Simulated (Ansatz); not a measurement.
One geometry of K₂O₂⁻, several levels of theory.

```yaml
crystal:
  periodic: [false, false, false]
  atoms:
    - {symbol: K, position_ang: [0.153636, 2.505142, 0.151567]}
    - {symbol: K, position_ang: [-0.154316, -2.505102, -0.151313]}
    - {symbol: O, position_ang: [-0.239379, 0.052527, -0.625650]}
    - {symbol: O, position_ang: [0.240050, -0.052568, 0.625386]}
basis:
  gaussian: {orbitals: "def2-TZVPPD.json", initial_orbitals: start.molden}
total_charge: -1
magnetization: {spin_polarized: true, initial_magnetization: 3}
correlation: {method: ccsd_t}
scf: {omitted_lower_state_checks: [starts, cluster_reference]}
output: {orbitals: {seedname: orbitals}}
```

The file start.molden holds the orbitals of an earlier run on this structure, at another level or in another basis.

```sh
$ ansatz run in.yaml --threads 4 --pin off --events-out ev --progress --plain --max-ram 3916MiB
```

Shortened log:

```
Functional definition: HF
  name "HF"
  cite "Fock, Z. Phys. 61, 126 (1930) doi:10.1007/BF01340294"
  parent pbe
  exchange = exact_x
  correlation = 0
these checks for a lower state are left out or cut short: starts, cluster_reference
1173 factors; integrals over basis functions are off by at most 6.8e-4 eV
mean field evaluation 1: about -36682.1092 eV, gradient 1.8e1 eV
mean field evaluation 2: about -36682.6784 eV, gradient 7.2e-1 eV
mean field evaluation 4: about -36682.6984 eV, gradient 5.0e-2 eV
mean field evaluation 8: about -36682.6984 eV, gradient 3.7e-6 eV
mean field -36682.69844235 eV, -1348.0643033304 hartree, gradient 3.5e-6 eV, S^2 3.786394; 0 other end points of the search recorded, 0 dependent functions left out
12 core orbitals not correlated: weight in the atoms' cores, before any rotation towards them, 1.000 or more for the frozen orbitals, at most 0.000 for the correlated occupied ones
reference -36682.69844235 eV, -1348.0643033304 hartree; 17, 14 occupied and 123, 126 virtual orbitals, 1173 factors
second order -21.58887412 eV of doubles, -0.00000000 eV of singles
cycle   1  -21.61367696 eV  change   -2.5e-2 eV  update   1.1e-1
cycle   2  -22.15436150 eV  change   -5.4e-1 eV  update   4.0e-2
cycle   3  -22.27820868 eV  change   -1.2e-1 eV  update   2.5e-2
cycle   4  -22.25441936 eV  change    2.4e-2 eV  update   9.5e-3
cycle   5  -22.24756486 eV  change    6.9e-3 eV  update   4.5e-3
cycle   6  -22.24760942 eV  change   -4.5e-5 eV  update   1.7e-3
cycle   7  -22.24790592 eV  change   -3.0e-4 eV  update   7.4e-4
cycle   8  -22.24816671 eV  change   -2.6e-4 eV  update   2.7e-4
cycle   9  -22.24811925 eV  change    4.7e-5 eV  update   1.2e-4
cycle  10  -22.24802701 eV  change    9.2e-5 eV  update   5.1e-5
cycle  11  -22.24804084 eV  change   -1.4e-5 eV  update   2.2e-5
perturbative correction -0.68882462 eV, -0.0253138380 hartree
Total energy: -36705.63530782 eV, -1348.9072175891 hartree
Checks for a lower state left out: starts, cluster_reference
```

It took 12 s on 4 threads of AMD EPYC 9B45 on a shared host, peak host memory 1.9 GiB.

The first input with `gaussian: {orbitals: def2-TZVPD, initial_orbitals: start.molden}`, `hamiltonian: {xc: {text: "exchange = 0.65*pbe_x + 0.35*exact_x\ncorrelation = pbe_c"}}`, `scf: {omitted_lower_state_checks: [starts]}` and without the key `correlation` (abridged; 2.8 s):

```
Functional definition: unnamed
mean field -36731.60188910 eV, -1349.8614718505 hartree, gradient 2.1e-5 eV, S^2 3.759316
Total energy: -36731.60191338 eV, -1349.8614727426 hartree
Checks for a lower state left out: starts
```

The first input with `gaussian: {orbitals: def2-TZVPD, initial_orbitals: start.molden}`, `hamiltonian: {xc: {name: BHLYP}, dispersion: d4}`, `scf: {omitted_lower_state_checks: [starts]}` and without the key `correlation` (abridged; 2.9 s):

```
Functional definition: BHLYP
mean field -36742.51394587 eV, -1350.2624825402 hartree, gradient 2.7e-6 eV, S^2 3.764511
Total energy: -36742.62425504 eV, -1350.2665363275 hartree
Checks for a lower state left out: starts
```

As the first input, with `gaussian: {orbitals: def2-TZVPD, initial_orbitals: start.molden}`, `hamiltonian: {xc: pbe0, dispersion: d4}`, `scf: {omitted_lower_state_checks: [starts]}` and without the key `correlation` (abridged; 2.8 s):

```
Functional definition: PBE0
mean field -36730.68327003 eV, -1349.8277132224 hartree, gradient 1.8e-5 eV, S^2 3.757162
Total energy: -36730.74319392 eV, -1349.8299153847 hartree
Checks for a lower state left out: starts
```

First input, but with `gaussian: {orbitals: def2-TZVPD, initial_orbitals: start.molden}`, `hamiltonian: {xc: {text: "exchange = 0.85*pbe_x + 0.15*exact_x\ncorrelation = pbe_c"}}`, `scf: {omitted_lower_state_checks: [starts]}` and without the key `correlation` (abridged; 1.9 s):

```
Functional definition: unnamed
mean field -36729.78979919 eV, -1349.7948787744 hartree, gradient 3.2e-6 eV, S^2 3.755278
Total energy: -36729.78983096 eV, -1349.7948799419 hartree
Checks for a lower state left out: starts
```

The first input with `gaussian: {orbitals: def2-TZVPD, initial_orbitals: start.molden}`, `hamiltonian: {xc: {text: "exchange = 0.90*pbe_x + 0.10*exact_x\ncorrelation = pbe_c"}}`, `scf: {omitted_lower_state_checks: [starts]}` and without the key `correlation` (abridged; 1.6 s):

```
Functional definition: unnamed
mean field -36729.35368611 eV, -1349.7788519143 hartree, gradient 6.0e-6 eV, S^2 3.754442
Total energy: -36729.35371976 eV, -1349.7788531510 hartree
Checks for a lower state left out: starts
```

The first input with `gaussian: {orbitals: def2-TZVPD, initial_orbitals: start.molden}`, `correlation: {method: mp2}`, `scf: {omitted_lower_state_checks: [starts]}` (abridged; 0.85 s):

```
Functional definition: HF
mean field -36682.69844235 eV, -1348.0643033304 hartree, gradient 3.5e-6 eV, S^2 3.786394
12 core orbitals not correlated: weight in the atoms' cores, before any rotation towards them, 1.000 or more for the frozen orbitals, at most 0.000 for the correlated occupied ones
second order -21.58887412 eV of doubles, -0.00000000 eV of singles
Total energy: -36704.28731647 eV, -1348.8576798209 hartree
Checks for a lower state left out: starts
```

Geometry: r2SCAN-D4/def2-TZVPD.

Correlated methods freeze 12 core orbitals; core or outer-core shells of K are correlated, in sets that lack core-valence functions. The structure holds 1 bond(s) between oxygen atoms. At PBE0-D4/def2-TZVPD, PBE with 15 % exact exchange/def2-TZVPD, PBE with 10 % exact exchange/def2-TZVPD the highest occupied level of the charge -1 quartet lies above zero (up to 0.36 eV). It is a level of α spin, whose loss leaves a triplet; that state wasn't run at this geometry and level. The electron is either unbound and held by the finite basis, or the level is raised by self-interaction error. The structure comes from a short search, and lower isomers may exist.
